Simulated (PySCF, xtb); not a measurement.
F3OSi, SMILES F[Si](F)([O])F, multiplicity 2.

Harmonic wavenumbers (cm⁻¹) from GFN2-xTB (xtb 6.7.1) at its own minimum, in rising order: 120, 120, 235, 236, 264, 765, 836, 838, 1037.

Q: What does B3LYP-D3(BJ)/def2-SVP in PySCF 2.14.0 give at its own minimum? (The exact figures need the calculation; the answer reports its results.)

A: 104, 237, 338, 352, 369, 759, 964, 1009, 1024. Paired by order, the mean absolute difference is 86 cm⁻¹ and the zero-point energies are 6.4 and 7.4 kcal/mol.
